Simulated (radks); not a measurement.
Problem. These are the eigenvalues of the occupied orbitals of an atom or ion with whole-number occupations (hartree). All-electron calculation, scalar-relativistic Kohn-Sham, r2SCAN, spin-unpolarised, spherical densities, finite nucleus; meta-GGA in the generalised Kohn-Sham scheme; Fermi nuclear charge, rms radius of each element as measured or else 0.836 A^(1/3) + 0.57 fm. Program: a radial shooting solver on a logarithmic mesh with Libxc functionals.

1s: -563.3187
2s: -83.72212
2p: -75.22179
3s: -19.84695
3p: -17.05830
3d: -12.51098

Which element is it, and in what charge state? The configuration may be excited.

Solution. Z = 37, rubidium, charge +11: Rb11+ in [Ar] 3d8. The list shows which subshells hold electrons but not how many an open one holds; the 1s level, -563.32 hartree, gives Z - s = 33.6 by -(Z - s)^2/2, which with screening and relativity narrows Z to a few neighbours, and the depths of the outer levels then fix element, charge and occupations together.
